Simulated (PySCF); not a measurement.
Compound: H₆OS₂Si₂.
SMILES with atom numbers: `[SH:1][SiH2:2][O:3][SiH2:4][SH:5]` (hydrogens: H6 on S1; H7, H8 on Si2; H9, H10 on Si4; H11 on S5)

Jobs on this species (11 atoms, 74 electrons) with PySCF (density fitting). Hardware of each: one thread of an Arm Neoverse V1, no GPU, shared host. The host was shared with other jobs, so the times are rough. Peak memory is the resident size of the whole Python process, interpreter and libraries included.

```
                                                                 level and settings                                                          work  basis functions  SCF cycles  wall time  peak memory
    delta-SCF UKS SCAN, pcX-1 on the ionised atom, pcseg-1 elsewhere, spin-free X2C                                 ΔSCF core ionisation, 5 holes              138           ?          ?            ?
    delta-SCF UKS SCAN, pcX-2 on the ionised atom, pcseg-1 elsewhere, spin-free X2C                                 ΔSCF core ionisation, 5 holes              158           ?          ?            ?
delta-SCF UKS SCAN, def2-TZVP on the ionised atom, pcseg-1 elsewhere, spin-free X2C                                 ΔSCF core ionisation, 5 holes              135          70       26 s     0.42 GiB
 delta-SCF UKS SCAN, pcX-2 on the ionised atom, pcseg-1 elsewhere, non-relativistic                                 ΔSCF core ionisation, 5 holes              158          72       27 s     0.49 GiB
   delta-SCF UKS B3LYP, pcX-2 on the ionised atom, pcseg-1 elsewhere, spin-free X2C                                 ΔSCF core ionisation, 5 holes              158          66       40 s     0.67 GiB
    delta-SCF UKS PBE0, pcX-2 on the ionised atom, pcseg-1 elsewhere, spin-free X2C                                 ΔSCF core ionisation, 5 holes              158          63       38 s     0.62 GiB
     delta-SCF UKS PBE, pcX-2 on the ionised atom, pcseg-1 elsewhere, spin-free X2C                                 ΔSCF core ionisation, 5 holes              158          74       18 s     0.54 GiB
      delta-SCF UKS HF, pcX-2 on the ionised atom, pcseg-1 elsewhere, spin-free X2C                                 ΔSCF core ionisation, 5 holes              158          61       24 s     0.56 GiB
                                                 PBE0-D3(BJ)/def2-SVP, grid level 1  geometry optimisation from a GFN2-xTB start shaken at random              116          71       64 s     0.49 GiB
```

Fill in the missing figures.

- delta-SCF UKS SCAN, pcX-1 on the ionised atom, pcseg-1 elsewhere, spin-free X2C; ΔSCF core ionisation, 5 holes: 23 s, 0.42 GiB, 71 SCF cycles
- delta-SCF UKS SCAN, pcX-2 on the ionised atom, pcseg-1 elsewhere, spin-free X2C; ΔSCF core ionisation, 5 holes: 28 s, 0.49 GiB, 72 SCF cycles

What do all jobs in the table cost together?

About 4.8 min; the longest takes about 22 % of that, and about 3.6 times as long as the shortest.
